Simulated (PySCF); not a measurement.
## Magnetisability: `C1=CCC=CC(c2ccccc2)=C1`, C$_{13}$H$_{12}$

Geometry:
| atom | x (Å) | y (Å) | z (Å) |
| --- | --- | --- | --- |
| C1 | -2.229 | 1.707 | 0.494 |
| C2 | -3.275 | 0.905 | 0.259 |
| C3 | -3.113 | -0.583 | 0.246 |
| C4 | -2.328 | -0.842 | -1.000 |
| C5 | -1.039 | -0.504 | -1.094 |
| C6 | -0.305 | 0.259 | -0.108 |
| C7 | 1.138 | -0.018 | -0.008 |
| C8 | 1.584 | -1.337 | -0.082 |
| C9 | 2.929 | -1.636 | 0.022 |
| C10 | 3.856 | -0.622 | 0.193 |
| C11 | 3.427 | 0.693 | 0.257 |
| C12 | 2.081 | 0.993 | 0.158 |
| C13 | -0.868 | 1.269 | 0.605 |
| H14 | -2.392 | 2.771 | 0.610 |
| H15 | -4.258 | 1.315 | 0.081 |
| H16 | -4.074 | -1.094 | 0.233 |
| H17 | -2.540 | -0.901 | 1.122 |
| H18 | -2.836 | -1.307 | -1.833 |
| H19 | -0.479 | -0.780 | -1.979 |
| H20 | 0.863 | -2.133 | -0.207 |
| H21 | 3.256 | -2.665 | -0.030 |
| H22 | 4.908 | -0.854 | 0.269 |
| H23 | 4.146 | 1.491 | 0.380 |
| H24 | 1.761 | 2.024 | 0.187 |
| H25 | -0.226 | 1.873 | 1.233 |

Computed, not measured: GIAO wB97X-D/pcSseg-1 magnetisability, rotational g tensor and spin-rotation constants, non-relativistic, gas phase in PySCF. Geometry: GFN2-xTB.

(1) How diamagnetic is it, and how anisotropic?

(2) Split it along the inertial axes a, b, c into diamagnetic and paramagnetic parts about the centre of mass, with the quadrupole moment.

(3) And the rotational g tensor?

## Answers

(1) Isotropic -1935 × 10⁻³⁰ J/T², or -116.5 × 10⁻⁶ cm³/mol; principal values -2953, -1527, -1326 × 10⁻³⁰ J/T², anisotropy 1536 × 10⁻³⁰ J/T² (root of half the summed squared differences of the principal values). The susceptibility is in cgs units.

(2) 
| axis | χ (10⁻⁶ cm³/mol) | diamagnetic (10⁻⁶ cm³/mol) | paramagnetic (10⁻⁶ cm³/mol) | summed x² of all electrons (Å²) | quadrupole Θ (D Å) |
| --- | --- | --- | --- | --- | --- |
| a | -84.2 | -710.7 | 626.5 | 588.2 | +8.47 |
| b | -88.0 | -2647.4 | 2559.4 | 131.7 | +4.14 |
| c | -177.5 | -3053.9 | 2876.4 | 35.9 | -12.61 |

Anisotropies 2χaa − χbb − χcc = +97.1 and 2χbb − χaa − χcc = +85.8 × 10⁻⁶ cm³/mol. Θ is traceless in Buckingham's convention.

(3) 
| axis | rotational constant (GHz) | g | nuclear part | electronic part |
| --- | --- | --- | --- | --- |
| a | 2.2400 | -0.0533 | 0.6060 | -0.6593 |
| b | 0.4740 | -0.0099 | 0.5601 | -0.5699 |
| c | 0.4099 | +0.0106 | 0.5645 | -0.5538 |

Asymmetric top; isotopes 12C, 1H; no vibrational averaging.
